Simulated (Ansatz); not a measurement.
CeCl₃, relaxed as a doublet with UKS r2SCAN-D4/def2-SVP in Ansatz, starting from the GFN2-xTB geometry. Force threshold 0.02 eV/Å.

In the def2 sets Ce takes a core potential; there is no spin–orbit coupling. With an open 4f shell the SCF may have ended on a state above the lowest.

Start:

```xyz
4

Ce   -0.2575    0.6121    0.6088
Cl   -1.9495   -0.3321   -0.9327
Cl    0.7471   -1.5144    1.3892
Cl    1.4599    1.2344   -1.0652
```

```tsv
step	energy (eV)	largest force component (eV/Å)	SCF passes
1	-50490.8234	0.601	297
2	-50490.9307	0.892	71
3	-50490.9967	0.104	70
4	-50490.9980	0.005	49
```

Force components are those of the run's own axes.

End:

```tsv
atom	x (Å)	y (Å)	z (Å)
Ce1	-0.151	0.359	0.358
Cl2	-2.237	-0.262	-0.941
Cl3	0.795	-1.592	1.671
Cl4	1.593	1.495	-1.088
```

By distances, no bond broke or formed. The bond that changes most is Ce1–Cl2, from 2.48 to 2.53 Å (atoms count from 1).

No frequencies were taken in this run, so the end may be a saddle point.

Hardware: 4 threads of Arm Neoverse V2 on a shared host. Wall time 77 s.
